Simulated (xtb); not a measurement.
difluoromethane (CH₂F₂), singlet, geometry from GFN2-xTB, atoms displaced at random by about 0.02 Å a coordinate. Base run: GFN1-xTB run with xtb 6.7.1.

Here is a job for xtb.
```
$ xtb mol.xyz --gfn 1 --opt --json

# file mol.xyz
5

C      0.04094690     0.03779907     0.49306738
F     -0.02621870     1.08252256    -0.30298312
F      0.01087149    -1.06468738    -0.24815897
H     -0.86518825    -0.04698523     1.14474028
H      0.94674572     0.07117541     1.05831493
```

Variants of this job, named by their change:

```
change               ΔE vs base (kcal/mol)  optimiser steps
-------------------  ---------------------  ---------------
base                                 0.000                5
opt level = crude                    0.011                3
opt level = sloppy                   0.003                4
opt level = vtight                   0.000                7
alpb = dmf                      (withheld)                6
opt level = extreme                  0.000                8
opt level = loose                    0.003                4
engine = lbfgs                       0.000                -
opt level = lax                      0.003                4
opt level = tight                    0.000                6
```

### Question
Some entries are withheld; supply them.

### Answer

- alpb = dmf, ΔE vs base (kcal/mol): -1.79
